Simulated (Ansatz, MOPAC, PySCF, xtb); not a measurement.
The molecule BBr, closed-shell singlet (the spin of the measured ground state). No spin–orbit coupling. Br is treated without relativity.

Constants: fifth-degree fit in 1/R to seven points, most abundant isotopes. In def2 and cc sets the state is the lowest found near the PBE0 minimum, followed along R. The singlet is held restricted. HF and MP2 rows in def2 and cc sets belong to the determinant that coupled cluster picked by its CCSD energy.

Programs: Ansatz (Gaussian basis) for Hartree–Fock, density functionals and correlated methods; MOPAC for AM1, PM6 (differences of heats of formation); PySCF for 3-21G rows, STO-3G rows; xtb for the GFN methods. Each number belongs to the level named beside it.

```tsv
level	r_e (Å)	ω_e (cm⁻¹)	α_e (cm⁻¹)	B_e (cm⁻¹)	D_e (eV)	dipole (D)
AM1	1.895	790	-0.00020	0.486	-	-
PM6	1.918	621	0.0024	0.474	-	-
GFN1-xTB	1.904	828	0.0048	0.482	-	-
HF/STO-3G	1.891	807	0.0025	0.488	-	0.01
HF/3-21G	1.988	544	0.0039	0.441	-	0.05
HF/def2-TZVPP	1.902	685	0.0042	0.482	-	-
HF/def2-QZVPP	1.902	684	0.0042	0.482	-	-
SVWN5/def2-TZVPP	1.882	686	0.0042	0.493	5.45	1.70
PBE/def2-TZVPP	1.909	661	0.0041	0.479	4.80	1.54
r2SCAN/def2-TZVPP	1.901	672	0.0042	0.483	4.63	1.54
B97M-V/def2-TZVPP	1.892	686	0.0043	0.487	4.67	1.57
B3LYP/def2-TZVPP	1.901	667	0.0043	0.483	4.42	1.47
PBE0/def2-TZVPP	1.894	685	0.0041	0.486	4.58	1.50
BHLYP/def2-TZVPP	1.888	691	0.0042	0.490	4.16	1.42
CAM-B3LYP/def2-TZVPP	1.883	693	0.0042	0.492	4.36	1.55
wB97X-V/def2-TZVPP	1.888	698	0.0041	0.489	4.46	1.50
wB97M-V/def2-TZVPP	1.890	688	0.0041	0.488	4.58	1.42
B2PLYP/def2-TZVPP	1.894	683	0.0042	0.487	4.47	-
MP2/def2-TZVPP	1.881	710	0.0041	0.493	-	-
MP2/def2-QZVPP	1.874	710	0.0042	0.497	-	-
MP2/CBS(def2-TZVPP, def2-QZVPP)	1.869	711	0.0044	0.499	-	-
SCS-MP2/def2-TZVPP	1.887	702	0.0041	0.490	-	-
SCS-MP2/def2-QZVPP	1.882	701	0.0042	0.493	-	-
CCSD/def2-TZVPP	1.895	694	0.0041	0.486	4.27	-
CCSD/def2-QZVPP	1.891	693	0.0042	0.488	4.33	-
CCSD(T)/def2-TZVPP	1.897	691	0.0041	0.485	4.46	-
CCSD(T)/def2-QZVPP	1.893	689	0.0042	0.487	4.54	-
CCSD(T)/CBS(def2-TZVPP, def2-QZVPP)	1.890	688	0.0043	0.489	4.60	-
```

D_e counts from each atom's lowest state at the same level, without counterpoise or zero-point energy.

Correlated levels freeze the inner cores; with def2 sets outer-core shells near the valence are correlated too. CBS: X⁻³ extrapolation of the correlation energy, Hartree–Fock from the larger set. Rows in 3-21G, STO-3G carry no dispersion term and start afresh at each structure; the Pople sets are all-electron and without relativity. The state that AM1, PM6 reach isn't checked.

Doubts at one or more of the structures used: a restricted determinant that unrestricted orbitals would lower (HF/def2-TZVPP, HF/def2-QZVPP, MP2/def2-TZVPP, MP2/def2-QZVPP, MP2/CBS(def2-TZVPP, def2-QZVPP), SCS-MP2/def2-TZVPP, SCS-MP2/def2-QZVPP, CCSD/def2-TZVPP, CCSD/def2-QZVPP, CCSD(T)/def2-TZVPP, CCSD(T)/def2-QZVPP, CCSD(T)/CBS(def2-TZVPP, def2-QZVPP)).

Measured for the ground state: ω_e 684.31 cm-1, ω_e x_e 3.52 cm-1, B_e 0.4894 cm-1, α_e 0.0035 cm-1 [NIST CCCBDB]. D_0 4.013 ± 0.005 eV (a handbook's tabulated 298 K bond energy less 3RT/2; such tables hold older values) [Luo, bond dissociation energies, CRC Handbook].

Ansatz is a quantum-chemistry and plane-wave program.
